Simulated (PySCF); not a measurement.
C6H5FO2.
SMILES with atom numbers: `[CH3:1][c:2]1[cH:3][o:4][c:5]([C:6](=[O:7])[F:8])[cH:9]1`

Cartesian coordinates in Å at the GFN2-xTB level; atoms count from 1:
```xyz
14
C6H5FO2 angstrom
C     -2.2671    0.4679   -0.0268
C     -0.8695   -0.0359    0.0555
C     -0.4533   -1.3066    0.3742
O      0.8729   -1.4121    0.3402
C      1.3583   -0.1986   -0.0062
C      2.7853   -0.0153   -0.1236
O      3.6776   -0.7756    0.0378
F      3.0603    1.2814   -0.4871
C      0.3145    0.6856   -0.1928
H     -2.8468    0.1291    0.8287
H     -2.7492    0.0953   -0.9298
H     -2.2744    1.5538   -0.0552
H     -1.0111   -2.1857    0.6339
H      0.4019    1.7163   -0.4710
```

NICS is the negative of the GIAO shielding at a point without a nucleus: at the ring centre (0) and 1 Å above and below it (1); zz is the component along the ring normal. Level: GIAO PBE0/pcSseg-1 (PySCF, non-relativistic, gas phase) on the GFN2-xTB geometry, one conformer.

Ring bond lengths (Å), with Mayer bond orders in brackets: C2–C3 1.375 (1.53), C3–O4 1.331 (1.13), O4–C5 1.352 (1.04), C5–C9 1.381 (1.42), C9–C2 1.409 (1.30).

**Question.** What do the NICS probes read (ppm)?

**Answer.** 
| ring | type | NICS(0) | NICS(1), two faces | NICS(1)zz, two faces | rms pucker (Å) | centre to ring atoms, mean (Å) |
| --- | --- | --- | --- | --- | --- | --- |
| C2–C3–O4–C5–C9 | 5-membered ring with O; formal bonds all aromatic | -11.6 | -10.4 / -10.5 | -25.0 / -25.1 | 0.00 | 1.16 |

**Question.** What do they say, and how far can they be read as aromaticity?

**Answer.** 
- C2–C3–O4–C5–C9: mean NICS(1)zz -25.1 ppm, shielded. The ring is flat and has no four-coordinate atom; by the NICS criterion it is aromatic.

**Question.** How equal are the bonds by HOMA? HOMA = 1 − mean of α(R − Ropt)² over the ring bonds, with Krygowski's 1993 parameters (CC: Ropt 1.388 Å, α 257.7 Å⁻²; CO: Ropt 1.265 Å, α 157.38 Å⁻²).

**Answer.** 
- C2–C3–O4–C5–C9: HOMA 0.59; the largest term is that of O4–C5, α(R − Ropt)² = 1.19.

**Question.** At the first NICS(1) probe listed for ring C2–C3–O4–C5–C9, 1 Å off the ring, how large is the induced field along the normal in 9.4 T applied along it?

**Answer.** NICSzz × B0 = -25.0 ppm × 9.4 T = -235 μT, against the applied field.

Hardware: one thread, Arm Neoverse V2 (aarch64), no GPU, shared host with 96 logical CPUs at a one-minute load of 34. Cost: 20 s wall, 0.79 GiB resident at most. This is the whole shielding run at PBE0/pcSseg-1, SCF included.
